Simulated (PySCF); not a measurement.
Gas-phase reaction: GaH₂Cl + 2 GaCl₂ + HCl ⇌ 3 GaHCl₂

Energies from PySCF, thermal terms from the rigid-rotor harmonic-oscillator model, ideal gas at 1 bar. † marks an energy on the PBE0/def2-TZVP geometry and frequencies; other levels use their own. CCSD(T) freezes the core. Open shells (unrestricted): GaCl₂ (multiplicity 2); the rest are closed-shell singlets. Ga: all electrons, no relativistic terms. GaH₂Cl, GaCl₂, GaHCl₂: computed as isolated molecules; such fragments, hydroxides, amides, oligomers or adducts are transient or little studied in the gas. CCSD(T) isn't extrapolated to the basis-set limit; its ΔH°(298 K) is -336.4 kJ in def2-SVP and -333.4 kJ in def2-TZVPP. The harmonic model lacks anharmonicity and excited electronic states, which grow with temperature; levels with a mode under 35 cm⁻¹ are left out. Soft modes under 120 cm⁻¹ make the harmonic entropy rough for GaCl₂.

```
level                ΔE electronic, kJ  ΔH°(298 K), kJ  ΔS°(298 K), J/K  ΔG°(2500 K), kJ
-------------------  -----------------  --------------  ---------------  ---------------
BLYP/def2-TZVP†                   -271            -269             -156               91
CCSD(T)/def2-TZVPP†               -336            -333             -156               26
HF/def2-TZVP†                     -273            -271             -156               89
M06-2X/def2-TZVP†                 -321            -318             -156               41
PBE/def2-SVP                      -307            -305             -156               55
PBE0/def2-SVP†                    -323            -321             -156               39
LDA/def2-TZVP†                    -342            -340             -156               20
ωB97M-V/def2-TZVP†                -328            -326             -156               34
```
ΔH° is lowest at LDA/def2-TZVP† and highest at BLYP/def2-TZVP†. No reference value is set beside these.
